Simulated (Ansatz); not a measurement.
Born–Oppenheimer molecular dynamics of C₃H₁₁AlOSi (17 atoms, charge 0, multiplicity 1). It starts from a relaxed structure.

Theory: RKS BLYP-D4/STO-3G in Ansatz 0.2.0.

| Property | Result |
| --- | --- |
| ensemble | NVE (velocity Verlet) |
| time step | 0.5 fs |
| steps asked | 342 |
| starting velocities drawn for | 500 K |
| masses | H 2.014 u |
| seed | 1534 |

First frame:

```xyz
17
Properties=species:S:1:pos:R:3
C -0.136 -1.980 1.371
O 0.976 -1.723 0.437
Al 0.781 -0.397 -0.636
C 2.315 -0.156 -1.775
Si -1.143 0.889 -0.641
C -1.441 1.822 0.990
H -0.419 -3.064 1.328
H -1.071 -1.387 1.183
H 0.182 -1.767 2.426
H 2.062 -0.298 -2.845
H 3.128 -0.868 -1.538
H 2.740 0.863 -1.689
H -1.131 1.896 -1.698
H -2.348 0.101 -0.888
H -1.546 1.129 1.846
H -2.364 2.429 0.943
H -0.607 2.510 1.226
```

How far do the bonds stretch over the last three quarters of this one trajectory? (Pairs bonded in most of those frames.)


| bond | mean (Å) | spread (Å) | shortest | longest |
| --- | --- | --- | --- | --- |
| C1–O2 | 1.479 | 0.026 | 1.42 | 1.53 |
| C1–H7 | 1.124 | 0.026 | 1.08 | 1.16 |
| C1–H8 | 1.124 | 0.013 | 1.09 | 1.15 |
| C1–H9 | 1.123 | 0.007 | 1.11 | 1.14 |
| O2–Al3 | 1.722 | 0.036 | 1.67 | 1.81 |
| Al3–C4 | 1.941 | 0.053 | 1.83 | 2.03 |
| Al3–Si5 | 2.343 | 0.071 | 2.19 | 2.44 |
| C4–H10 | 1.109 | 0.016 | 1.08 | 1.14 |
| C4–H11 | 1.109 | 0.019 | 1.08 | 1.14 |
| C4–H12 | 1.109 | 0.008 | 1.09 | 1.13 |
| Si5–C6 | 1.915 | 0.031 | 1.86 | 1.96 |
| Si5–H13 | 1.464 | 0.027 | 1.42 | 1.51 |
| Si5–H14 | 1.465 | 0.030 | 1.42 | 1.51 |
| C6–H15 | 1.108 | 0.013 | 1.09 | 1.13 |
| C6–H16 | 1.108 | 0.017 | 1.08 | 1.14 |
| C6–H17 | 1.107 | 0.015 | 1.07 | 1.14 |

Mean temperature of the second half: 252 K. The conserved energy stayed within 0.12 meV per atom of its start (net change 0.1 meV per atom), so the integration is sound. The temperature averaged 0.50 of the 500 K drawn at the start: a run that starts near a minimum puts about half its kinetic energy into the potential. A run of 0.17 ps of so small a system gives no equilibrium averages. Limits of this set-up: minimal basis.

Time of the run: 9 min on 1 thread of Intel(R) Xeon(R) 6975P-C (Granite Rapids), on a shared host, peak memory 0.11 GiB.
